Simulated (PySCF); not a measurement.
Where the electron goes

InEt2Cl, C4H10ClIn.
Z-matrix (Å and degrees, PBE0-D3(BJ)/def2-SVP geometry), rows numbered from 1:
```
In
C   1  2.1634
C   2  1.5230  1  112.57
H   2  1.1011  1  109.17  3  -125.49
H   2  1.1036  1  104.76  3   120.75
H   3  1.1031  2  111.33  1   172.84
H   3  1.1014  2  111.93  1   -67.36
H   3  1.1005  2  111.64  1    52.34
C   1  2.1640  2  146.04  3   146.41
C   9  1.5221  1  113.15  2   162.25
H   9  1.1018  1  108.25  2    37.29
H   9  1.1035  1  105.21  2   -75.93
H  10  1.1032  9  111.28  1   174.32
H  10  1.1010  9  111.88  1   -65.78
H  10  1.1002  9  111.89  1    53.65
Cl  1  2.3962  2  106.46  3   -32.58
```

Computed with TDDFT CAM-B3LYP/def2-SVPD, vertical, gas phase, core orbitals frozen in the response, def2 core potentials past Kr (PySCF 2.14.0, density-fitted response routines). Spin–orbit coupling is left out.

Kohn–Sham orbitals with the atoms that hold most of them (Löwdin shares over 4%, at most four atoms; ? is withheld):

```tsv
orbital	ε (eV)	atoms
HOMO-3	-9.60	Cl16 91%, In1 6%
HOMO-2	-9.52	Cl16 81%, In1 5%
HOMO-1	-9.48	?
HOMO	-8.47	?
LUMO	?	In1 61%, Cl16 10%, C9 8%, C2 8%
LUMO+1	-0.08	In1 59%, C9 8%, C2 8%
LUMO+2	1.04	In1 49%, Cl16 17%, C9 5%, H4 5%
```

Q: Which atoms hold the HOMO, and with what shares?

A: C2 (bonded to C, In and 2 H) 23%; C9 (bonded to C, In and 2 H) 22%; In1 (bonded to 2 C and Cl) 14%; Cl16 (bonded to In) 11%. By element: carbon 45% or more, indium 14%, chlorine 11%.

Q: Which atoms hold the HOMO-1, and with what shares?

A: Cl16 (bonded to In) 46%; In1 (bonded to 2 C and Cl) 18%; C9 (bonded to C, In and 2 H) 12%; C2 (bonded to C, In and 2 H) 11%. By element: chlorine 46%, carbon 22% or more, indium 18%.

Q: What is the LUMO energy, and the HOMO–LUMO gap?

A: ε(LUMO) = -0.45 eV; the gap is 8.02 eV (0.2948 hartree).

Q: How does S1 compare with the orbital gap of 8.02 eV?

A: S1 is at 4.69 eV (f = 0.0001), 3.33 eV below the gap, made of HOMO→LUMO (98%). 

Q: Give energy, strength and leading configuration of S1, S2, S3, S4 and S8, and follow the Löwdin shares of the leading atoms from the occupied to the empty orbital.

A: 
- S1 (4.69 eV, f 0.0001), HOMO→LUMO (98%): C2 23% → 8%, C9 22% → 8%, In1 14% → 61%, Cl16 11% → 10%
- S2 (5.83 eV, f 0.0087), HOMO-1→LUMO (97%): Cl16 46% → 10%, In1 18% → 61%
- S3 (5.91 eV, f 0.330), HOMO→LUMO+1 (94%): C2 23% → 8%, C9 22% → 8%, In1 14% → 59%
- S4 (5.93 eV, f 0.0050), HOMO-2→LUMO (90%): Cl16 81% → 10%, In1 5% → 61%
- S8 (6.72 eV, f 0.091), HOMO-1→LUMO+1 (71%): Cl16 46% → at most 4%, In1 18% → 59%, C9 12% → 8%

Löwdin shares depend on the basis, the more so with diffuse functions.

The run took 10 min wall, 9.0 min CPU (with the writing of density and orbital grids) on an AMD EPYC with one thread, shared host with 64 logical CPUs at a one-minute load of 53, and the process peaked at 1.3 GiB of memory.

One conformer stands for the species.
